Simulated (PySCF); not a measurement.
3,3-difluoropent-1-en-4-yne (C5H4F2), SMILES C(#C)C(F)(F)C=C. Coordinates come from a PBE0-D3(BJ)/def2-SVP optimisation. The values are those of a single conformer.

All values below come from PySCF with PBE0-D3(BJ)/def2-SVP.

Harmonic wavenumbers (cm⁻¹): 91, 154, 192, 325, 326, 439, 511, 557, 627, 726, 734, 740, 747, 986, 995, 1018, 1140, 1181, 1286, 1308, 1425, 1755, 2263, 3173, 3204, 3279, 3486. Rotational constants (GHz): 2.987, 2.732, 1.910; symmetry number 1.

Q: Work out the zero-point energy and the ideal-gas rigid-rotor harmonic-oscillator thermochemistry at 298.15 K and 1 atm.

A: ZPE = ½ Σ hcν = ½ × 32668 cm⁻¹ = 46.70 kcal/mol. H − E(el) = 51.67 kcal/mol. Entropy in cal/(mol K): translation 39.78, rotation 27.42, vibration 14.95, total 82.15. G − E(el) = 27.17 kcal/mol. Cp = 26.68 cal/(mol K). Modes under 150 cm⁻¹ make the vibrational entropy uncertain.
